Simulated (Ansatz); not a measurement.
A nudged elastic band was laid between two geometries of H2O + H4OSn (9 atoms, charge 0, multiplicity 1).

All numbers below come from RHF/def2-SVP in Ansatz.

```
movable images  : 5
climbing image  : yes
spring          : 5.0 eV/Å²
optimiser       : quadratic models (default)
start path      : through a guess of the saddle point
force threshold : 0.03 eV/Å
iteration limit : 60
end points      : relaxed
```

First end point:

```xyz
9
Properties=species:S:1:pos:R:3
Sn -0.075 -0.404 -0.062
H -0.301 -1.027 1.501
H 1.543 -0.324 -0.577
O -0.817 1.444 -0.145
H -1.627 1.571 -0.612
H -1.018 -1.283 -1.197
O 1.073 1.839 1.762
H 1.817 2.326 1.442
H 0.327 2.153 1.261
```

Last end point:

```xyz
9
Properties=species:S:1:pos:R:3
Sn 0.412 0.212 -0.871
H -0.567 0.836 3.964
H 1.696 0.335 -1.974
O -0.872 1.579 -1.444
H -1.655 1.712 -0.933
H -0.334 -1.302 -0.698
O 0.998 0.685 0.943
H 1.458 1.500 1.073
H -0.214 0.737 3.312
```

(1) Which bonds break or form, and what moves?

(2) Give the energies along the band, and the barrier.

(3) What is the geometry of the highest image?

The band took 60 iterations and about 24 core-minutes.

Results:

(1) Bonds broken: Sn1–H2, O7–H9. Bonds formed: Sn1–O7, H2–H9. H2O + H4OSn becomes H2 + H4O2Sn.

(2) It converged. The highest image is number 2 of 0 to 6, 227.0 kJ/mol above the first end and 181.7 kJ/mol above the last; the last end lies 45.3 kJ/mol above the first. Neighbouring images differ by up to 2.2 eV, so the band resolves the path poorly. A vibrational analysis at the climbing image gives one clearly imaginary mode, 1814i cm⁻¹: a first-order saddle point. The orbitals stay closed-shell, which can raise the energy where a bond breaks towards radicals; this wasn't checked here.

```csv
image,path coordinate (Å),energy (kJ/mol),Sn1–H2 (Å),O7–H9 (Å),Sn1–O7 (Å)
0,0.00,0.0,1.70,0.95,3.11
1,2.21,10.7,1.70,0.94,2.90
2,4.42,227.0,2.15,1.17,2.12
3,6.14,50.5,3.33,2.42,1.97
4,7.86,45.6,4.63,2.66,1.96
5,9.58,45.2,5.07,2.64,1.96
6,11.31,45.3,4.97,2.66,1.96
```

(3) 
```xyz
9
Properties=species:S:1:pos:R:3
Sn 0.072 0.176 -0.117
H 0.861 -0.583 1.732
H 1.370 -0.447 -0.997
O -0.566 1.661 -1.259
H -1.482 1.887 -1.236
H -1.353 -0.688 0.223
O 0.741 1.504 1.388
H 0.390 2.318 1.727
H 0.889 0.467 1.910
```

Run time: 13 min on 2 threads of Intel(R) Xeon(R) Platinum 8259CL CPU @ 2.50GHz (Skylake/Cascade Lake) (shared host), peak memory 0.19 GiB.
